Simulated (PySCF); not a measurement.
2,2,2-trifluoroethanol (C₂H₃F₃O), SMILES OCC(F)(F)F.

Coordinates come from a B3LYP-D3(BJ)/def2-SVP optimisation. One conformer was computed; it need not be the lowest.

Two levels are set side by side: PBE/def2-TZVP (PySCF) and ωB97X/def2-TZVP (PySCF). Same geometry, gas phase. Differences are taken from unrounded values.

```csv
quantity,ωB97X
orbital gap (eV),14.44
highest occupied level (eV),-11.38
lowest empty level (eV),3.05
dipole moment (D),1.66
mean polarisability (bohr³),30.9
```

### Question
What does PBE give, and how far is it from ωB97X? (An estimate is asked for; the answer gives what the named calculation found.)

### Answer

| quantity | PBE | PBE minus ωB97X |
|---|---|---|
| orbital gap (eV) | 7.00 | -7.43 |
| highest occupied level (eV) | -7.07 | 4.32 |
| lowest empty level (eV) | -0.06 | -3.12 |
| dipole moment (D) | 1.53 | -0.13 |
| mean polarisability (bohr³) | 32.5 | 1.6 |

PBE's occupied levels lie high since its potential decays too fast outside the molecule; exact exchange lowers them and widens the gap. Loosely held outer electrons make PBE densities more polarisable. Differences between two approximate levels are no errors against the true value.

Rough cost on one machine, each run with all the roots and properties that it gave: ωB97X against PBE within a factor of 2.
